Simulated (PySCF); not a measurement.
## `O=CC1=CC(=O)C(F)=CC1=O`, C7H3FO3

Cartesian coordinates in Å; atom numbers follow the order of the lines, from 1:
```xyz
14

O    -3.1577   -0.6877   -0.2563
C    -2.3842    0.2246   -0.1640
C    -0.9093    0.0565   -0.0641
C    -0.3576   -1.1686   -0.0704
C     1.0955   -1.4033    0.0237
O     1.5935   -2.5034    0.0170
C     1.8975   -0.1512    0.1287
F     3.2147   -0.3248    0.2158
C     1.3670    1.0767    0.1369
C    -0.0837    1.2931    0.0416
O    -0.5750    2.4000    0.0487
H    -2.7056    1.2788   -0.1456
H    -0.9868   -2.0469   -0.1483
H     1.9911    1.9559    0.2141
```

Computed with PySCF, TDDFT CAM-B3LYP/def2-SVPD excited states, vertical, gas phase. Geometry: GFN2-xTB.

(1) How strongly do the lowest singlets absorb one photon, and two photons of half the energy?

Results:

(1) δ for parallel linear polarisation; σ at the peak of a Lorentzian of half width 0.1 eV, single beam; Ω is circular over linear.
| state | E (eV) | f | photon λ (nm) | δ (au) | σ (GM) | Ω | main |
| --- | --- | --- | --- | --- | --- | --- | --- |
| S1 | 2.59 | 0.000 | 959 | <0.1 | 0.00 | – | HOMO→LUMO 0.83 |
| S2 | 3.10 | 0.000 | 799 | <0.1 | 0.00 | – | HOMO−2→LUMO 0.86 |
| S3 | 3.43 | 0.000 | 723 | <0.1 | 0.00 | – | HOMO−3→LUMO 0.63, HOMO→LUMO+1 0.27 |
| S4 | 3.75 | 0.005 | 661 | 83.3 | 0.43 | 1.50 | HOMO−1→LUMO 0.95 |
| S5 | 4.76 | 0.000 | 521 | 0.28 | 0.00 | 1.50 | HOMO→LUMO+1 0.53, HOMO−3→LUMO 0.24 |

Among these, the strongest one-photon state is S4, the strongest two-photon state S4, with a dipole change of 1.4 D (relaxed, norm of the difference vector).
